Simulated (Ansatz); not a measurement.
Input for Ansatz (a program for electronic structure): U-CCSD(T)/cc-pV(D+d)Z on FHSi (SMILES F[SiH]), 2S+1 = 1, a spin state set in the input, which need not be the lowest. Files ending in .json are basis or fitting sets from the Basis Set Exchange.

Ansatz 0.2 input:
```yaml
crystal:
  periodic: [false, false, false]
  atoms:
    - {symbol: F, position_ang: [0.84410367, -0.57544554, 0.00000000]}
    - {symbol: Si, position_ang: [-0.43484578, 0.41864886, 0.00000000]}
    - {symbol: H, position_ang: [-1.50909220, -0.68207419, 0.00000000]}
basis:
  gaussian:
    orbitals: cc-pV_D+d_Z.json
correlation: {method: ccsd_t, electrons: outside_noble_gas}
scf: {omitted_lower_state_checks: [cluster_reference]}
magnetization: {spin_polarized: true, initial_magnetization: 0}
```

It printed:

```
WARN ansatz: RAYON_NUM_THREADS=2 ignored (pool sized by the plan → 2); use --threads N
Functional definition: HF
these checks for a lower state are left out or cut short: cluster_reference
integrals: 0.02 GiB planned
430 factors; integrals over basis functions are off by at most 1.0e-3 eV
mean field: 0.09 GiB planned
mean field evaluation 1: about -10582.7508 eV, gradient 1.7e1 eV
mean field evaluation 2: about -10582.7689 eV, gradient 1.7e1 eV
mean field evaluation 4: about -10583.9795 eV, gradient 9.9e-1 eV
mean field evaluation 8: about -10583.9941 eV, gradient 1.0e-3 eV
mean field evaluation 16: about -10584.0242 eV, gradient 2.7e-2 eV
mean field evaluation 32: about -10584.0228 eV, gradient 1.2e-1 eV
mean field -10584.02419173 eV, -388.9557149366 hartree, gradient 7.8e-6 eV, S^2 0.220029; 4 other end points of the search recorded, 0 dependent functions left out
6 core orbitals not correlated
reference -10584.02419173 eV, -388.9557149366 hartree; 6, 6 occupied and 30, 30 virtual orbitals, 430 factors
second order -7.18294662 eV of doubles, -0.00000000 eV of singles
coupled cluster: 0.09 GiB planned
cycle   1  -7.40739385 eV  change   -2.2e-1 eV  update   8.8e-2
cycle   2  -7.66429248 eV  change   -2.6e-1 eV  update   4.3e-2
cycle   3  -7.79188130 eV  change   -1.3e-1 eV  update   3.5e-2
cycle   4  -7.83402907 eV  change   -4.2e-2 eV  update   2.5e-2
cycle   5  -7.87610941 eV  change   -4.2e-2 eV  update   1.5e-2
cycle   6  -7.89738409 eV  change   -2.1e-2 eV  update   7.5e-3
cycle   7  -7.89781268 eV  change   -4.3e-4 eV  update   2.7e-3
cycle   8  -7.89908955 eV  change   -1.3e-3 eV  update   1.0e-3
cycle   9  -7.89929618 eV  change   -2.1e-4 eV  update   4.5e-4
cycle  10  -7.89894006 eV  change    3.6e-4 eV  update   1.6e-4
cycle  11  -7.89900998 eV  change   -7.0e-5 eV  update   5.7e-5
cycle  12  -7.89903399 eV  change   -2.4e-5 eV  update   2.0e-5
cycle  13  -7.89903372 eV  change    2.7e-7 eV  update   7.1e-6
coupled cluster: 0.09 GiB planned
perturbative correction -0.15359342 eV, -0.0056444542 hartree
Total energy: -10592.07681887 eV, -389.2516435259 hartree
Checks for a lower state left out: cluster_reference
```

The run converged. Its determinant has ⟨S²⟩ = 0.22, a mixture of spin states.

Cost: roughly 1.5 core-seconds.
